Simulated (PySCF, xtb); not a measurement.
Mg(Br)(OMe) (CH3BrMgO), SMILES [O]([Mg][Br])C. Other conformers were not sampled.

Harmonic wavenumbers (cm⁻¹) from GFN2-xTB (xtb) at its own minimum, in rising order: 8, 18, 100, 103, 278, 658, 1119, 1124, 1205, 1420, 1479, 1484, 2880, 2880, 2901.

Question: What does PBE-D3(BJ)/def2-SVP run with PySCF 2.14.0 give at its own minimum? (The exact figures need the calculation; the answer reports its results.)

Answer: 64, 64, 125, 125, 269, 669, 1143, 1143, 1254, 1421, 1421, 1432, 2881, 2945, 2945. Paired by order, the mean absolute difference is 32 cm⁻¹ and the zero-point energies are 25.2 and 25.6 kcal/mol.
